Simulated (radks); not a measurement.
Bi LI, configuration [Ar] 3d10 4s2 4p3. Calculated with a radial shooting solver on a logarithmic mesh with Libxc functionals: scalar-relativistic Kohn-Sham, PBE, spin-polarised, spherical densities, finite nucleus; open shells are filled with parallel spins first (spin-orbit coupling, left out, can overturn this in heavy ions); Fermi nuclear charge, rms radius 5.5211 fm.

Normalised radial functions P(r) = r R(r), r in bohr:

r         3p down  3d down
0.001097   0.0167   0.0001
0.001237   0.0203   0.0001
0.001395   0.0247   0.0002
0.001572   0.0301   0.0002
0.001773   0.0366   0.0003
0.001999   0.0445   0.0004
0.002254   0.0541   0.0006
0.002521   0.0648   0.0008
0.002842   0.0786   0.0011
0.003205   0.0954   0.0015
0.003613   0.1155   0.0020
0.004074   0.1397   0.0028
0.004593   0.1687   0.0038
0.005179   0.2032   0.0053
0.005839   0.2443   0.0073
0.006531   0.2893   0.0097
0.007364   0.3457   0.0134
0.008303   0.4115   0.0183
0.009362   0.4874   0.0250
0.01056    0.5743   0.0340
0.0119     0.6724   0.0462
0.01342    0.7815   0.0626
0.01513    0.9005   0.0843
0.01692    1.0186   0.1109
0.01908    1.1493   0.1480
0.02151    1.2791   0.1962
0.02426    1.4007   0.2583
0.02735    1.5044   0.3372
0.03083    1.5779   0.4362
0.03477    1.6073   0.5585
0.0392     1.5769   0.7068
0.04384    1.4810   0.8702
0.04943    1.2929   1.0722
0.05574    1.0074   1.2998
0.06284    0.6226   1.5475
0.07085    0.1469   1.8056
0.07989   -0.3983   2.0600
0.09007   -0.9783   2.2925
0.1016    -1.5462   2.4817
0.1136    -2.0174   2.5995
0.1281    -2.4077   2.6437
0.1444    -2.6357   2.5892
0.1628    -2.6756   2.4317
0.1836    -2.5283   2.1795
0.207     -2.2235   1.8542
0.2334    -1.8147   1.4881
0.2631    -1.3679   1.1187
0.2943    -0.9724   0.8024
0.3318    -0.6161   0.5193
0.3741    -0.3520   0.3065
0.4218    -0.1792   0.1631
0.4756    -0.0803   0.0772
0.5363    -0.0312   0.0320
0.6046    -0.0103   0.0115
0.6817    -0.0028   0.0035
0.7625    -0.0007   0.0010
0.8597    -0.0001   0.0002
0.9694    0.0000   0.0000
1.093     0.0000   0.0000

3p down: eigenvalue -5794.7 eV, 1 radial node at r = 0.0733 bohr, <r> = 0.170 bohr, 90 % of the charge inside 0.253 bohr. 3d down: eigenvalue -5141.2 eV, 0 radial nodes, <r> = 0.153 bohr, 90 % of the charge inside 0.236 bohr.
